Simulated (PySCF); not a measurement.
Gas-phase reaction: GeH4 + GeF2 → GeH2F2 + GeH2. Level: M06-2X/def2-TZVP†; standard pressure 1 bar.

Computed with PySCF and rigid-rotor harmonic-oscillator thermochemistry at 1 bar. † marks an energy on the PBE0/def2-TZVP geometry and frequencies. All species are closed-shell singlets. Ge: all electrons, no relativistic terms. GeH2F2, GeH2: computed as isolated molecules; such fragments, hydroxides, amides, oligomers or adducts are transient or little studied in the gas. The harmonic model lacks anharmonicity and excited electronic states, which grow with temperature; levels with a mode under 35 cm⁻¹ are left out.

```json
[
 {"T (K)": "800", "1000/T (1/K)": "1.2500", "log10 K": "-7.04"},
 {"T (K)": "1000", "1000/T (1/K)": "1.0000", "log10 K": "?"},
 {"T (K)": "1200", "1000/T (1/K)": "0.8333", "log10 K": "-4.48"},
 {"T (K)": "1400", "1000/T (1/K)": "0.7143", "log10 K": "-3.74"},
 {"T (K)": "1600", "1000/T (1/K)": "0.6250", "log10 K": "-3.19"},
 {"T (K)": "1800", "1000/T (1/K)": "0.5556", "log10 K": "-2.76"}
]
```

**Question.** Fit log10 K = a + b·(1000/T) to the five rows, get the mean ΔH° and ΔS°, and predict log10 K at 1000 K.

**Answer.** Means: 1000/T = 0.7956, log10 K = -4.242. Sums of products about the means: Sxy = -1.85635, Sxx = 0.301215, so b = Sxy/Sxx = -6.16 and a = -4.242 − (-6.16)×0.7956 = 0.66.
ΔH° = −R ln 10 × 1000 K × b = −19.145 × (-6.16) = 118 kJ; ΔS° = R ln 10 × a = 13 J/K. The run's own values go from 118 kJ and 12 J/K at 800 K to 119 kJ and 13 J/K at 1800 K.
Prediction at 1000 K: 0.66 + (-6.16)×1.0000 = -5.50. The computed value is -5.51, 0.01 from the line.
For scale, ΔH°(298 K) is 116 kJ at this level, 138 kJ at ωB97M-V/def2-TZVP†, and runs from 105 to 176 kJ over the 20 levels computed.
